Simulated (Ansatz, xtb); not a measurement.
**Isomers of AsGeH6In in order of energy**

6 gas-phase structures of AsGeH6In, found in a search over its isomers (lower ones may exist). Each was relaxed with GFN2-xTB; where two conformers were screened, the lower at r2SCAN-D4/def2-SVP is listed:

A. a singlet given by its coordinates
B. `[GeH][AsH2+][InH3-]`, a singlet
C. a singlet given by its coordinates
D. `[GeH3][InH][AsH2]`, a singlet
E. `[GeH3][AsH][InH2]`, a singlet
F. `[AsH2][GeH2][InH2]`, a singlet

A (Å):

```xyz
9

As   -0.2403    0.1608   -0.0688
Ge   -1.2355   -2.0068   -0.2806
In    1.1452   -0.5223   -2.1725
H    -0.3757   -3.1651   -0.7487
H    -2.4101   -2.0272   -1.2302
H    -1.8265   -2.5040    1.0212
H     0.8801   -0.4174    0.7744
H     2.5393   -1.5984   -2.1019
H     0.8335   -0.1055   -3.8588
```

Close contacts (Å): As1–Ge2 2.39, As1–In3 2.61, Ge2–In3 3.38, As1–H7 1.52, Ge2–H4 1.52, Ge2–H5 1.51, Ge2–H6 1.51, In3–H8 1.76, In3–H9 1.76.

C (Å):

```xyz
9

As    0.4335   -0.0515   -3.2481
Ge    0.0606   -2.6288    0.4515
In    0.0591   -0.1883   -0.6823
H    -0.5507   -3.5962   -0.6397
H    -1.0315   -3.0228    1.4990
H     0.2498    0.9273    0.6730
H    -1.3712   -1.4461   -0.2055
H     1.7237   -0.8164   -3.0279
H    -0.3153   -1.3564   -3.2887
```

Close contacts (Å): As1–In3 2.60, Ge2–In3 2.69, As1–H8 1.52, As1–H9 1.51, Ge2–H4 1.58, Ge2–H5 1.56, Ge2–H7 1.97, In3–H6 1.77, In3–H7 1.96.

Make a reasoned guess at their ranking by r2SCAN-D4/def2-SVP single-point energy.

Calculated order at r2SCAN-D4/def2-SVP: D (0.0), E (6.5), A (11.0), F (30.4), C (91.6), B (193.3) kJ/mol.

Energies above the lowest of each column, in kJ/mol; the last columns are at B3LYP-D3(BJ)/def2-SVP geometries and were run for some of them only (a dash: not run or not comparable):

```
structure  GFN2-xTB  HF/STO-3G  r2SCAN-D4/def2-SVP  B3LYP-D3(BJ)/def2-SVP  CCSD(T)/def2-SVP + ΔMP2/def2-TZVPP
        D       0.0        0.0                 0.0                    0.0                                 0.0
        E      15.4        2.9                 6.5                   12.6                                10.6
        A      15.0        8.1                11.0           relaxes to E                                   –
        F      27.9       39.7                30.4                   36.8                                38.3
        C      32.7      241.8                91.6                      –                                   –
        B      71.5      283.0               193.3                      –                                   –
```

Every level run on D puts it lowest or level with the lowest. Some further structures that were screened fall inside this span and aren't listed. Flexible structures stand in one conformer each, not always the lowest. D keeps a small imaginary mode. Frequencies (B3LYP-D3(BJ)/def2-SVP) were run for D, E, F alone. Atoms past krypton carry core potentials in the def2 sets, without spin–orbit terms. ΔMP2 is the change of the MP2 energy from the smaller to the larger basis.

Over these structures GFN2-xTB departs from r2SCAN-D4/def2-SVP by 41.3 kJ/mol on average once a common shift is removed. A GFN2-xTB relaxation took about 0.13 s and the r2SCAN-D4/def2-SVP energy about 1.3 s on a shared host (Ansatz 0.2.0, xtb 6.7.1).
